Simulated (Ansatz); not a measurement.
`C[SiH](C)[SiH3]` + `NCF` → `FCN[SiH3]` + `C[SiH2]C` at 298.15 K and 1 bar (cleavage of the Si–Si bond).

Calculated with Ansatz (gas phase, PBE0-D4/def2-TZVP geometries, no zero-point term in ΔE). CCSD(T)/CBS is the MP2 limit (def2-TZVPP, def2-QZVPP) plus CCSD(T) − MP2 in def2-TZVPP, frozen cores. Each species was taken in one conformer, which may not be the lowest.

```json
{"species": "`C[SiH](C)[SiH3]`", "CCSD(T)/CBS energy (Eh)": "-660.29548", "H − E (kJ/mol)": "305.3", "S (J/(mol·K))": "365.9"}
{"species": "`NCF`", "CCSD(T)/CBS energy (Eh)": "-194.94856", "H − E (kJ/mol)": "164.0", "S (J/(mol·K))": "258.8"}
{"species": "`FCN[SiH3]`", "CCSD(T)/CBS energy (Eh)": "-485.24366", "H − E (kJ/mol)": "208.7", "S (J/(mol·K))": "316.6"}
{"species": "`C[SiH2]C`", "CCSD(T)/CBS energy (Eh)": "-370.01595", "H − E (kJ/mol)": "253.8", "S (J/(mol·K))": "297.2"}
```

H − E and S are ideal-gas, rigid-rotor, harmonic terms from PBE0-D4/def2-TZVP, for one conformer and one mirror image of each species. 1 Eh = 2625.50 kJ/mol, R = 8.31446 J/(mol·K).

Task: By hand: ΔE, ΔH, ΔS and ΔG.

Result: ΔE = (-485.24366) + (-370.01595) − (-660.29548) − (-194.94856) = -0.01557 Eh = -40.9 kJ/mol. Δ(H − E) = 208.7 + 253.8 − 305.3 − 164.0 = -6.8, so ΔH = -47.7 kJ/mol. ΔS = 316.6 + 297.2 − 365.9 − 258.8 = -10.9 J/(mol·K). ΔG = -47.7 − 298.15 × (-10.9)/1000 = -44.5 kJ/mol.

Task: By hand: the equilibrium constant, and the temperature at which ΔG would vanish if ΔH and ΔS stayed fixed.

Result: log₁₀ K = −ΔG/(RT ln 10) = 7.8. ΔG = 0 at ΔH/ΔS = 4376 K, far beyond where these terms or the molecules hold.

The number of gas molecules stays the same, so ΔS is small and ΔH decides. A doubt of 5 kJ/mol in ΔE shifts log₁₀ K by 0.9 here. Other conformers and mirror images would add mixing entropy, several J/(mol·K) or more a flexible species. These are equilibria of isolated gas molecules and say nothing of rates. Largest T1 diagnostic: 0.011 (customary marks: 0.02 for closed shells, 0.045 for open ones).
